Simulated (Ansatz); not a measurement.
Computed with Ansatz on PBE0-D4/def2-TZVP structures; ΔE is electronic, products minus reactants. CCSD(T)/CBS is the MP2 limit (def2-TZVPP, def2-QZVPP) plus CCSD(T) − MP2 in def2-TZVPP, frozen cores. This one scheme is used for every species. Functionals use def2-TZVPP. One conformer a species, not always the lowest.

Reaction (formal hydrolysis of the Al–S bond): `[OH][Al]([SH])[Cl]` + H₂O → `[OH][Al]([OH])[Cl]` + H₂S

`[OH][Al]([SH])[Cl]`:

Z-matrix (Å, degrees):
```
Al
S 1 2.161
Cl 1 2.092 2 120.7
O 1 1.680 2 117.8 3 -180.0
H 2 1.345 1 91.8 3 -0.0
H 4 0.956 1 124.1 2 180.0
```

H₂O:

Z-matrix (Å, degrees):
```
O
H 1 0.960
H 1 0.960 2 105.1
```

`[OH][Al]([OH])[Cl]`:

Z-matrix (Å, degrees):
```
Al
O 1 1.680
Cl 1 2.092 2 120.9
O 1 1.680 2 118.2 3 179.9
H 2 0.955 1 122.5 3 0.0
H 4 0.955 1 122.5 2 -180.0
```

H₂S:

Z-matrix (Å, degrees):
```
S
H 1 1.341
H 1 1.341 2 92.3
```

| level | ΔE (eV) |
| --- | --- |
| PBE0-D4 | -0.13 |
| ωB97X-V | -0.23 |

Task: What does CCSD(T)/CBS give? (Best estimate.)

Result: The calculation gave: -0.19 eV. The listed levels differ from it by 0.06, -0.04 eV.

Largest T1 diagnostic among the species: 0.011.

The D4 term adds +0.04 eV with B3LYP and +0.02 eV with PBE0; it sums over pairs of atoms, weighted by their polarisabilities, and B3LYP, whose exchange is more repulsive, gets the larger term. In def2-TZVPP, CCSD(T) changes the Hartree–Fock value by +0.07 eV (the triples alone add +0.02 eV) and MP2 by +0.09 eV.

B3LYP here is the variant with VWN-RPA as its local correlation; programs differ in this.
